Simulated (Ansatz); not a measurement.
Species: C₄H₈BN, SMILES `B/C=C/C=C/N` (charge 0, multiplicity 1), formula C4H8BN.

Q: How many basis functions does Ansatz (a program for electronic structure) with frozen-core CCSD(T)/cc-pVTZ // PBE0-D4/def2-TZVP use, how many core orbitals are frozen, and how many electrons are correlated?

A: 292 basis functions and 6 frozen orbitals, which leaves 32 correlated electrons. Core time is of the order of minutes.
